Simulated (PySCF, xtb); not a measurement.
H₃OSi, SMILES [O][SiH3] (connectivity only; charge and spin as stated), charge -1, multiplicity 1.

Coordinates come from a PBE0-D3(BJ)/def2-TZVPD optimisation. The multiplicity is an assumed one; other spin states were not compared. The isomer is the one that the SMILES or the coordinates give; other isomers of the formula were not compared.

Method: PySCF 2.14.0 with IEF-PCM-ωB97X/def2-TZVPD.

The values are the electrostatic part of the solvation free energy, E(continuum) − E(gas) at the gas-phase geometry, in a cavity of scaled van der Waals radii (PySCF's table); cavitation and dispersion terms are not included. In vacuum the orbital gap is 9.55 eV.

Computed values in water (ε = 78.36), toluene (ε = 2.37), N,N-dimethylformamide (ε = 37.22):
```
solvent                    ε  ΔG(elec) (kcal/mol)  gap (eV)
---------------------  -----  -------------------  --------
water                  78.36                -63.5     11.01
toluene                 2.37                -36.3     10.44
N,N-dimethylformamide  37.22                -62.5     10.99
```

For comparison, GFN2-xTB/ALPB(water) (xtb, at the GFN2-xTB geometry, all terms of that model) gives -64.1 kcal/mol.
